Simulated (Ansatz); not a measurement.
Molecule: CH6BOSi, charge 0, multiplicity 2. SMILES: C[SiH2][B]O
Coordinates optimised at B3LYP-D3(BJ)/def2-TZVP (Ansatz, an electronic-structure program):
```xyz
10

C      1.7896     0.6191     0.1180
Si     0.5260    -0.7606    -0.1269
B     -1.4200    -0.2459    -0.0516
O     -1.9601     0.9597     0.1515
H      1.6749     1.3898    -0.6461
H      1.6634     1.0916     1.0937
H      2.8078     0.2282     0.0578
H      0.7209    -1.8091     0.9088
H      0.7366    -1.4047    -1.4500
H     -2.9250     0.9907     0.1504
```
Charge 0, spin multiplicity 2.

Quantity: atomisation energy, in kcal/mol. Conventions: LANL2DZ with its own core potentials from Na on; 6-311+G** with 5d, 6d on Na to Ar in Ansatz; valence correlation only; spin-orbit terms left out; atomisation electronic, to ground-state atoms; open shells spin-unrestricted; no dispersion term unless named; 6-31G* and kin with 6d, 5d where marked; non-relativistic. Basis-set limits of correlation are two-point, X^-3; Hartree-Fock from the larger set. Ab initio and DFT rows: single points at B3LYP-D3(BJ) geometries (Ansatz).

Coupled cluster (Ansatz) is a level with limits of its own, used here on species with T1 under 0.025 (0.045 for open shells) and stable references: CCSD(T)/CBS(cc-pV(T+d)Z,cc-pV(Q+d)Z).

Value to compare with, CCSD(T)/CBS(cc-pV(T+d)Z,cc-pV(Q+d)Z) (Ansatz): 838.5 kcal/mol.

| level | program | atomisation energy (kcal/mol) | difference |
|---|---|---|---|
| B3LYP/STO-3G | Ansatz | 1032.8 | 194.3 |
| B3LYP/3-21G | Ansatz | 804.3 | -34.2 |
| B3LYP/LANL2DZ | Ansatz | 800.3 | -38.2 |
| B3LYP/6-31G | Ansatz | 790.0 | -48.5 |
| B3LYP/6-31G* | Ansatz | 828.0 | -10.5 |
| B3LYP/6-31+G* | Ansatz | 824.5 | -14.0 |
| B3LYP/6-31G** | Ansatz | 836.1 | -2.4 |
| B3LYP/def2-SVP | Ansatz | 836.6 | -1.9 |
| B3LYP/cc-pVDZ | Ansatz | 817.3 | -21.2 |
| B3LYP/6-311+G** | Ansatz | 827.7 | -10.8 |
| B3LYP/def2-TZVPD | Ansatz | 834.3 | -4.2 |

Among the 10 habitual levels, B3LYP/STO-3G lies farthest from CCSD(T)/CBS(cc-pV(T+d)Z,cc-pV(Q+d)Z) (Ansatz) (194.3 kcal/mol); 1 of 10 lie above it, and their mean absolute difference is 37.6 kcal/mol, the median 17.6. One case shows no general order.

The sets are all those run for this method; left out are runs that failed, that the program found above a lower state of the same kind, or whose <S^2> lies over 0.5 above the pure value.
